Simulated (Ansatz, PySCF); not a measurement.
Input for Ansatz (an electronic-structure program):
Ansatz 0.2 input:
```yaml
crystal:
  periodic: [false, false, false]
  atoms:
    - {symbol: C, position_ang: [0.11969841, 0.72071728, -0.00763830]}
    - {symbol: N, position_ang: [-0.08484190, -0.65766184, 0.00683957]}
    - {symbol: H, position_ang: [-0.51938453, -1.00090422, 0.85240262]}
    - {symbol: H, position_ang: [-0.52837018, -1.01721263, -0.82720202]}
    - {symbol: H, position_ang: [0.46666690, 1.15768540, 0.90941225]}
    - {symbol: H, position_ang: [0.45679066, 1.13976065, -0.93666007]}
basis:
  gaussian:
    orbitals: def2-SVP
magnetization: {spin_polarized: true, initial_magnetization: 1}
correlation: {method: mp2, electrons: outside_noble_gas}
accuracy: high
```

**Question.** Write the same job for PySCF.

**Answer.** This is not unique; one that fits is 
```python
from pyscf import gto, scf, mp

mol = gto.Mole()
mol.atom = '''
    C     0.11969841    0.72071728   -0.00763830
    N    -0.08484190   -0.65766184    0.00683957
    H    -0.51938453   -1.00090422    0.85240262
    H    -0.52837018   -1.01721263   -0.82720202
    H     0.46666690    1.15768540    0.90941225
    H     0.45679066    1.13976065   -0.93666007
'''
mol.basis = 'def2-svp'
mol.spin = 1
mol.verbose = 4
mol.build()

mf = scf.UHF(mol)
mf.kernel()

pt = mp.MP2(mf, frozen=2)
pt.kernel()
print('E(MP2) = %.10f' % pt.e_tot)
```

Both were run: Ansatz gave -94.818199 Eh and PySCF -94.818199 Eh, 0.000 mEh apart.
